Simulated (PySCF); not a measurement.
Compound: C₂H₁₂NSi₃ (doublet state).
Geometry (GFN2-xTB, Å), atoms numbered from 1 in this order:
```
atom  x, y, z in Å
C1     3.7642   -0.5925   -0.2196
N2     2.5361   -0.2518    0.2698
Si3    0.9993   -0.7259   -0.3824
Si4   -0.5554    0.2726    0.9879
C5    -2.3054    0.0177    0.2907
Si6   -2.6731    0.8647   -1.3653
H7     3.8065   -1.1415   -1.1352
H8     4.6523   -0.2079    0.2370
H9     2.5787    0.2813    1.1237
H10    0.9991   -0.3288   -1.8048
H11    0.9418   -2.2044   -0.4322
H12   -0.3619    1.7221    1.1800
H13   -0.5603   -0.2686    2.3629
H14   -2.4869   -1.0527    0.1840
H15   -3.0273    0.3695    1.0281
H16   -4.0828    0.6738   -1.7242
H17   -2.4041    2.3003   -1.2609
H18   -1.8298    0.2785   -2.4102
```

The hyperfine couplings belong to this conformer and change with its torsions.

The species is `[CH2]N[SiH2][SiH2]C[SiH3]` [radical].

Computed, not measured: UKS B3LYP, pcH-1 on C H N Si, non-relativistic, mean-field spin-orbit, GIAO (PySCF). One conformer (not necessarily the lowest) at the GFN2-xTB geometry, without solvent, vibrations or thermal averaging. Couplings are sensitive to structure, and on GFN2-xTB geometries they can be far from those on DFT ones. The SCF solution wasn't tested for stability.

(1) What is the g tensor, term by term?

(2) What are the electron Larmor frequencies g μB B/h along the three axes at 3350 mT?

(3) How much does each term add to the isotropic shift?

(4) In a frozen sample, at which fields do the three g values resonate at 9.5, 34, 94 and 263 GHz (hyperfine left aside), and which band first spreads them over more than twice a line width of 0.3 mT?

Results:

(1) 
| Δg (ppm) | 1 | 2 | 3 |
| --- | --- | --- | --- |
| relativistic mass correction | -156 | -156 | -156 |
| gauge correction | 1 | 31 | 28 |
| orbital Zeeman/spin–orbit | -19 | 750 | 1218 |
| total | -174 | 624 | 1090 |

So g = 2.00214, 2.00294, 2.00341 and g_iso = 2.00283; the tensor is rhombic: the two nearest values differ by 37 % of g3 − g1. Axes: g3 points within 11° of the C1–H8 bond.

(2) 93.8754, 93.9128, 93.9347 GHz for g1, g2 and g3, a range of 59.3 MHz.

(3) The orbital-Zeeman/spin–orbit term 649, the mass correction -156 and the gauge correction 20 ppm, for a total of 513 ppm. The orbital-Zeeman/spin–orbit term is the largest in size. The mass correction is the same along every axis, so the anisotropy comes from the other two: their spans along these axes are 30 (gauge) and 1237 ppm (orbital Zeeman/spin–orbit).

(4) 
```
band    GHz  B(g3) mT  B(g2) mT  B(g1) mT  spread mT
   X    9.5    338.80    338.88    339.01       0.21
   Q   34.0   1212.54   1212.83   1213.31       0.77
   W   94.0   3352.33   3353.11   3354.45       2.12
   J  263.0   9379.39   9381.57   9385.31       5.92
```

The spread grows in proportion to the frequency. Q band is the first where it exceeds 0.6 mT.

The Mulliken spin populations are largest on C1 (+0.89) and N2 (+0.14). No atom but C1 exceeds +0.15. The angles at C1 add up to 359.5°, so it is planar; its axial dipolar tensor and the negative couplings of its protons fit spin in a p orbital normal to that plane.

The HOMO–LUMO gaps are 3.18 eV among the α and 7.27 eV among the β orbitals.
